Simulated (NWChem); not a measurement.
System: PbH2, singlet; SMILES [PbH2]

NWChem input:

```
start job
memory heap 200 mb stack 900 mb global 1100 mb
geometry units angstroms
  Pb     0.000000     0.000000     0.068668
  H      1.309096     0.000000    -1.243294
  H     -1.309096     0.000000    -1.243294
end
basis spherical
  * library def2-svp
end
ecp
  Pb library def2-ecp
end
dft
  xc becke88 lyp
  iterations 150
end
driver
  maxiter 120
end
task dft optimize
dft
  grid fine
  convergence energy 1d-8 density 1d-7
end
task dft freq numerical
```

Excerpt of the output:

```
             Northwest Computational Chemistry Package (NWChem) 7.3.0
             --------------------------------------------------------

 C2V symmetry detected

                             Geometry "geometry" -> ""
                             -------------------------

 Output coordinates in angstroms (scale by  1.889725989 to convert to a.u.)

  No.       Tag          Charge          X              Y              Z
 ---- ---------------- ---------- -------------- -------------- --------------
    1 Pb                  82.0000     0.00000000     0.00000000     0.03123719
    2 H                    1.0000     1.30909600     0.00000000    -1.28072481
    3 H                    1.0000    -1.30909600     0.00000000    -1.28072481

 Effective nuclear repulsion energy (a.u.)      47.0276905355

      Symmetry information
      --------------------

 Group name             C2v
 Group number             16
 Group order               4
 No. of unique centers     2

                                Z-matrix (autoz)
                                --------

 Units are Angstrom for bonds and degrees for angles

      Type          Name      I     J     K     L     M      Value
      ----------- --------  ----- ----- ----- ----- ----- ----------
    1 Stretch                  1     2                       1.85337
    2 Stretch                  1     3                       1.85337
    3 Bend                     2     1     3                89.87470

                           NWChem Geometry Optimization
                           ----------------------------

 maximum gradient threshold         (gmax) =   0.000450
 rms gradient threshold             (grms) =   0.000300
 maximum cartesian step threshold   (xmax) =   0.001800
 rms cartesian step threshold       (xrms) =   0.001200
 fixed trust radius                (trust) =   0.300000
 source of zmatrix                         =   autoz

          -------------------
          Energy Minimization
          -------------------

 Using diagonal initial Hessian
 Scaling for Hessian diagonals: bonds = 1.00  angles = 0.25  torsions = 0.10

          --------
          Step   0

                                 NWChem DFT Module
                                 -----------------

[...]

      ----------------------
      Optimization converged
      ----------------------

  Step       Energy      Delta E   Gmax     Grms     Xrms     Xmax
  ---- ---------------- -------- -------- -------- -------- --------
@    3    -193.99108401 -1.4D-08  0.00002  0.00001  0.00019  0.00039
                                     ok       ok       ok       ok

                                Z-matrix (autoz)
                                --------

 Units are Angstrom for bonds and degrees for angles

      Type          Name      I     J     K     L     M      Value     Gradient
      ----------- --------  ----- ----- ----- ----- ----- ---------- ----------
    1 Stretch                  1     2                       1.89029   -0.00000
    2 Stretch                  1     3                       1.89029   -0.00000
    3 Bend                     2     1     3                89.92876    0.00002

                         Geometry "geometry" -> "geometry"
                         ---------------------------------

 Output coordinates in angstroms (scale by  1.889725989 to convert to a.u.)

  No.       Tag          Charge          X              Y              Z
 ---- ---------------- ---------- -------------- -------------- --------------
    1 Pb                  82.0000     0.00000000     0.00000000     0.04824243
    2 H                    1.0000     1.33580797     0.00000000    -1.28922743
    3 H                    1.0000    -1.33580797     0.00000000    -1.28922743

 Effective nuclear repulsion energy (a.u.)      46.1089761317

      Symmetry information
      --------------------

 Group name             C2v
 Group number             16
 Group order               4
 No. of unique centers     2

[...]

 Rotational Constants
 --------------------
 A=   4.720693 cm-1  (  6.791872 K)
 B=   4.687021 cm-1  (  6.743427 K)
 C=   2.351898 cm-1  (  3.383781 K)

 Temperature                      =   298.15K
 frequency scaling parameter      =   1.0000

 Zero-Point correction to Energy  =    5.299 kcal/mol  (  0.008444 au)
 Thermal correction to Energy     =    7.154 kcal/mol  (  0.011400 au)
 Thermal correction to Enthalpy   =    7.746 kcal/mol  (  0.012344 au)

 Total Entropy                    =   56.954 cal/mol-K
   - Translational                =   41.911 cal/mol-K (mol. weight = 209.9922)
   - Rotational                   =   14.707 cal/mol-K (symmetry #  =        2)
   - Vibrational                  =    0.336 cal/mol-K

 Cv (constant volume heat capacity) =    6.946 cal/mol-K
   - Translational                  =    2.979 cal/mol-K
   - Rotational                     =    2.979 cal/mol-K
   - Vibrational                    =    0.987 cal/mol-K

[normal modes left out]

 ----------------------------------------------------------------------------
 Normal Eigenvalue ||           Projected Infra Red Intensities
  Mode   [cm**-1]  || [atomic units] [(debye/angs)**2] [(KM/mol)] [arbitrary]
 ------ ---------- || -------------- ----------------- ---------- -----------
    1       -0.000 ||    0.000060           0.001         0.058       0.005
    2       -0.000 ||    0.000000           0.000         0.000       0.000
    3        0.000 ||    0.000270           0.006         0.263       0.024
    4        0.000 ||    0.013934           0.321        13.583       1.224
    5        0.000 ||    0.013934           0.321        13.583       1.224
    6        0.000 ||    0.013911           0.321        13.561       1.222
    7      693.791 ||    0.036260           0.837        35.348       3.185
    8     1504.199 ||    0.470076          10.845       458.254      41.294
    9     1510.276 ||    0.476093          10.984       464.119      41.822
 ----------------------------------------------------------------------------
```

Level: BLYP/def2-SVP with def2 effective core potentials on Pb. Low-valent species are run as closed-shell singlets; no triplet was tried in these runs. def2 effective core potentials on Pb; no spin-orbit coupling.
